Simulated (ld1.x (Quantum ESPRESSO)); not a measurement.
## osmium (Os), TM: configuration errors across variants

* Element: osmium (Os)
* Generator: ld1.x (Quantum ESPRESSO) 7.5
* Type: norm-conserving Troullier–Martins (Kleinman–Bylander form)
* Functional: LDA (PZ)
* Relativity: scalar-relativistic
* Frozen core: [Kr] 4d10 4f14
* Valence charge: 16
* Reference configuration: 5s2 5p6 5d6 6s2 6p0
* Partial waves: 5p (bound): rc 1.65 bohr; 5d (bound): rc 2.00 bohr; 5f channel at 0.2 Ry: rc 1.90 bohr; 5s (bound): rc 1.40 bohr
* Local potential: the s channel
* Core correction: none

Occupied shells without a wave of their own: 6s. They enter only through the test configuration that unscreens the potential.

All-electron excitation energies from the reference (eV): (1) 5s2 5p6 5d6 6s1 6p0 9.864; (2) 5s2 5p6 5d6 6s0 6p0 27.147; (3) 5s2 5p6 5d5 6s0 6p0 56.302; (4) 5s2 5p5 5d6 6s2 6p0 57.157; (5) 5s2 5p6 5d6 6s0 6p1 16.111; (6) 5s2 5p6 5d6.5 6s1.5 6p0 0.073; (7) 5s1 5p6 5d6 6s2 6p0 98.553; (8) 5s2 5p6 5d6 6s2 6p0 spin -2.020; (9) 5s2 5p6 5d6 6s1 6p0 spin 6.898.

Spin tests fill each open shell by Hund’s rule, majority spin first.

For the base: The 6s level has no wave, so the channel is fitted at the deeper level alone: the likely source of the large errors.

Tests that are not counted but printed errors over 1 eV. “wave 5s (bound): rc 1.40 bohr becomes 5s (bound): rc 1.80 bohr”: all (the test run did not reproduce the reference configuration, from which every error is measured).

2 further variants failed, have other tests or too few solved ones, and are left out.

The file “base” misses its own reference levels by 0.9 eV. The file “wave 5s (bound): rc 1.40 bohr becomes 5s (bound): rc 1.38 bohr” misses its own reference levels by 0.8 eV. The file “wave 5s (bound): rc 1.40 bohr becomes 5s (bound): rc 1.48 bohr” misses its own reference levels by 1.3 eV. The file “wave 5s (bound): rc 1.40 bohr becomes 5s (bound): rc 1.80 bohr” misses its own reference levels by 12.9 eV.

Errors AE − PS in meV (a dash: test not solved or not reliable):

```tsv
change	(1)	(2)	(3)	(4)	(5)	(6)	(7)	(8)	(9)	bound ghosts
base	-1134	-2746	-3645	-71	-2301	-434	-120	+166	-863	none
wave 5s (bound): rc 1.40 bohr becomes 5s (bound): rc 0.88 bohr	-202	-490	-659	-101	-358	-77	-100	+175	+15	none
wave 5s (bound): rc 1.40 bohr becomes 5s (bound): rc 1.02 bohr	-129	-311	-419	-105	-200	-49	-100	+176	+85	none
wave 5s (bound): rc 1.40 bohr becomes 5s (bound): rc 1.18 bohr	-273	-662	-887	-99	-499	-104	-103	+174	-51	none
wave 5s (bound): rc 1.40 bohr becomes 5s (bound): rc 1.38 bohr	-931	-2254	-2998	-76	-1872	-355	-116	+168	-671	none
wave 5s (bound): rc 1.40 bohr becomes 5s (bound): rc 1.48 bohr	-1658	-4009	-5291	-64	-3416	-639	-132	+161	-1358	none
wave 5s (bound): rc 1.40 bohr becomes 5s (bound): rc 1.80 bohr	–	–	–	–	–	–	–	–	–	not determined
```

**Question.** Give the same row for: wave 5s (bound): rc 1.40 bohr becomes 5s (bound): rc 1.68 bohr.

**Answer.** -4114, -9854, -13097, -673, -8629, -17971, -894, –, -3688; bound ghosts: not determined. Not counted: 5s2 5p6 5d6 6s2 6p0 (spin-polarised) (solver errors, printed error -5.4 eV).
